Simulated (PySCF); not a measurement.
**Ionisation energy of Ru⁺ by level of theory**

Ru⁺ [Kr] 4d7 (4F) → Ru²⁺ [Kr] 4d6 (5D), as a difference of total energies. Computed with PySCF 2.14 in def2-TZVP with the def2 core potential (28 electrons) (6s4p3d1f, 40 functions), with a scalar-relativistic core potential. Correlated levels: valence: 4s2 4p6 frozen. The calculations carry no spin-orbit coupling.

```csv
method,ionisation energy (eV)
UHF,14.961
r2SCAN,16.620
M06-L,16.745
MP2 (valence),15.968
SCS-MP2 (valence),16.085
```

How much does correlation contribute at MP2 (valence)?

15.968 − (14.961) = 1.007 eV, measured against UHF.

The reference lies between the lowest fine-structure levels, while these numbers refer to the centres of the terms.

Errors of the correlated levels include the incompleteness of this basis and the frozen core.

For comparison: 16.76 ± 0.06 eV (semi-empirical (NIST evaluation); NIST Atomic Spectra Database, ionization energies).
